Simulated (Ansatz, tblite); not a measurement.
Forces on the cluster Ga5As4⁺ at its PBE-D4/def2-SVP geometry. Total charge 1; singlet.

The xTB rows come from tblite. The structure comes from a short search, and lower isomers may exist.

GFN1-xTB (tblite), largest force 0.82 eV/Å:

```xyz
9
positions Å, forces eV/Å
Ga    0.168    0.149   -2.417   -0.016    0.007    0.450
Ga   -1.435   -3.019    1.776    0.159    0.335   -0.186
Ga    1.966   -1.842   -0.278   -0.267    0.414   -0.005
Ga    1.516    3.464    1.105   -0.277   -0.650   -0.397
Ga   -2.655    0.241   -0.471    0.479    0.076    0.027
As   -0.506    1.948   -0.272    0.259   -0.376    0.326
As   -0.795   -1.804   -0.471    0.117    0.277    0.307
As   -0.069   -0.043    1.204    0.019   -0.032   -0.819
As    1.809    0.905   -0.176   -0.473   -0.051    0.297
```

GFN2-xTB (tblite), largest force 0.81 eV/Å:

```
Ga 0.028 -0.001 -0.695
Ga -0.078 -0.150 0.251
Ga 0.541 -0.586 -0.075
Ga 0.042 0.110 0.171
Ga -0.798 0.015 -0.130
As 0.461 0.220 0.298
As -0.120 -0.254 0.282
As 0.083 0.153 -0.373
As -0.158 0.493 0.273
```

r2SCAN-D4/def2-TZVP (Ansatz), largest force 0.47 eV/Å:

```
Ga 0.012 0.042 0.144
Ga 0.035 0.064 -0.141
Ga -0.128 0.124 0.002
Ga -0.105 -0.246 -0.145
Ga 0.171 -0.013 0.015
As 0.292 -0.296 0.150
As 0.086 0.211 0.315
As 0.060 0.092 -0.461
As -0.424 0.022 0.122
```
